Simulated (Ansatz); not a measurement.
Li₃Sn₂. Total charge 0; doublet. Geometry relaxed at PBE0-D4/def2-TZVP.

Cartesian coordinates in Å:
```
Li 0.379 -1.480 -0.942
Li -0.552 -0.313 1.677
Li 2.390 0.709 0.541
Sn 0.027 1.271 -0.569
Sn -2.244 -0.188 -0.706
```

In the def2 sets Sn takes a core potential; there is no spin–orbit coupling. The structure comes from a short search, and lower isomers may exist.

(1) Estimate the harmonic wavenumbers at UKS PBE0-D4/def2-TZVP (Ansatz, unscaled). Is this a minimum?

Results:

(1) 55, 112, 151, 161, 175, 201, 312, 329, 333 cm⁻¹. Yes, no mode is imaginary beyond noise. Zero-point energy 10.9 kJ/mol. It took 2.6 min on 2 threads of Arm Neoverse V2 on a shared host, peak host memory 0.55 GiB.
